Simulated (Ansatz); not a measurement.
Program: Ansatz 0.2.0.

A structure relaxed at PBE0-D4/def2-TZVP, charge 0, multiplicity 1:

```xyz
12

C    -2.0326    0.0881    0.5243
O    -0.9127   -0.7517    0.5795
Ga    0.6750   -0.2534   -0.0710
N     0.8214    1.3485   -0.9176
N     2.0323   -1.4282    0.1812
H    -2.9071   -0.4667    0.8789
H    -1.9237    0.9748    1.1645
H    -2.2543    0.4358   -0.4944
H     1.7187    1.7689   -1.0921
H     0.1116    2.0520   -0.7993
H     2.8619   -1.3906   -0.3867
H     1.8095   -2.3773    0.4326
```

Task: Give its formula and SMILES.

Result: CH7GaN2O, `C[O][Ga]([NH2])[NH2]`.

Task: Summarise the bond lengths by kind.

Result: 1 × C–O 1.401 Å; 3 × C–H 1.095 to 1.099 Å; 1 × Ga–O 1.787 Å; 2 × Ga–N 1.813 to 1.818 Å; 4 × H–N 1.006 to 1.007 Å.
